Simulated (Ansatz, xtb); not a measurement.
# Two isomers of C2H5NOSi

Structure I: `C[Si@H](O)C#N`, a singlet. Structure II: `C#C[Si@H](N)O`, a singlet. Both are isolated molecules in the gas phase, relaxed with B3LYP/def2-SVP; the shapes shown needn't be the lowest conformers.

I (Å):

```xyz
10

C    -1.0398   -0.7688    0.5494
C    -1.7395   -1.8351   -2.1820
N    -1.4719   -1.7449   -3.3086
O    -1.9032   -3.5761    0.1045
Si   -2.1260   -1.9943   -0.3506
H     0.0293   -0.9703    0.3743
H    -1.2279   -0.8140    1.6343
H    -1.2515    0.2569    0.2051
H    -3.5695   -1.7203   -0.1791
H    -1.0533   -3.9993   -0.0654
```

II (Å):

```yaml
atoms:
  - { symbol: C, position_ang: [-2.7234, -3.5328, 1.1396] }
  - { symbol: C, position_ang: [-2.3052, -2.7253, 0.3295] }
  - { symbol: N, position_ang: [-0.0131, -1.0062, -0.5415] }
  - { symbol: O, position_ang: [-2.6886, -0.2840, -0.9053] }
  - { symbol: Si, position_ang: [-1.6089, -1.5517, -0.9057] }
  - { symbol: H, position_ang: [-3.0986, -4.2422, 1.8549] }
  - { symbol: H, position_ang: [-1.5024, -2.2330, -2.2239] }
  - { symbol: H, position_ang: [0.7827, -1.4452, -0.9940] }
  - { symbol: H, position_ang: [0.2304, -0.6775, 0.3886] }
  - { symbol: H, position_ang: [-2.4035, 0.4914, -1.4048] }
```

Question: Estimate which is lower in electronic energy at CCSD(T)/def2-SVP + ΔMP2/def2-TZVPP, and by roughly how much.

Answer: The CCSD(T)/def2-SVP + ΔMP2/def2-TZVPP calculation puts structure I lower, by 72.9 kJ/mol.

Level by level:

| level | geometry | E(II) − E(I) (kJ/mol) | departure from the last row (kJ/mol) | job, with rough time for the two |
| --- | --- | --- | --- | --- |
| GFN2-xTB | GFN2-xTB | +21.5 | −51.5 | optimisation, 0.27 s |
| HF/STO-3G | GFN2-xTB | +208.1 | +135.1 | single point, 0.42 s |
| r2SCAN-D4/def2-SVP | GFN2-xTB | +88.2 | +15.2 | single point, 2.6 s |
| B3LYP/def2-SVP | B3LYP/def2-SVP | +88.6 | +15.6 | optimisation, 47 s |
| HF/def2-SVP | B3LYP/def2-SVP | +91.0 | +18.0 | part of the CCSD(T) run |
| MP2/def2-SVP | B3LYP/def2-SVP | +100.1 | +27.2 | part of the CCSD(T) run |
| CCSD(T)/def2-SVP | B3LYP/def2-SVP | +100.9 | +28.0 | single point |
| CCSD(T)/def2-SVP + ΔMP2/def2-TZVPP | B3LYP/def2-SVP | +72.9 |  | single point, 27 s |

As drawn, II has 1 C≡C, 1 N–Si, 2 N–H in place of 1 C–Si, 1 C≡N, 2 C–H.

None of the levels shown reverses the order. The largest departure from CCSD(T)/def2-SVP + ΔMP2/def2-TZVPP is that of HF/STO-3G, 135.1 kJ/mol. The last row adds to CCSD(T) the change of the MP2 difference between the two basis sets, here −28.0 kJ/mol, a large step that makes the value less sure.

With harmonic frequencies from B3LYP/def2-SVP (ideal gas, rigid rotor, one conformer each, 298.15 K, 1 atm): the zero-point term adds +1.0 kJ/mol; ΔH is +74.0 and ΔG +74.9 kJ/mol.

The correlated steps freeze 9 core orbitals. Codes used: Ansatz 0.2.0, xtb 6.7.1; the last row on 2 threads of Intel(R) Xeon(R) Processor @ 2.70GHz on a shared host.
